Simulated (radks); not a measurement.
Species: a nucleus of charge 21.75 with 21 electrons. Configuration: [Ar] 3d2 4s1.

Method: non-relativistic Kohn-Sham, BLYP, spin-unpolarised, spherical densities, point nucleus; computed with a radial shooting solver on a logarithmic mesh with Libxc functionals.

Energy parts (hartree):
part                       energy
total                  -826.45777
kinetic                 825.74796
electron-nucleus      -1953.86249
Hartree                 342.75423
exchange-correlation    -41.09746

Orbitals (lengths in bohr, moments of r in powers of bohr; <r^-3> diverges for s and p1/2; r(max) is where P^2 peaks):
orbital,occ.,eigenvalue (hartree),<r>,<r^-3>,r(max)
1s,2,-173.6053,0.07099,-,0.04667
2s,2,-19.07823,0.3322,-,0.2748
2p,6,-15.92425,0.2951,248.0,0.2234
3s,2,-2.34470,1.033,-,0.8889
3p,6,-1.52357,1.112,28.08,0.9193
3d,2,-0.30620,1.635,1.791,1.008
4s,1,-0.30476,3.361,-,2.858

The highest occupied level is 4s at -8.293 eV. Summed over all electrons, <r^2> = 32.19 bohr^2, which gives a Langevin (diamagnetic) susceptibility term of -25.5 x 10^-6 cm^3/mol. The electron density at the nucleus is 6896 e/bohr^3.
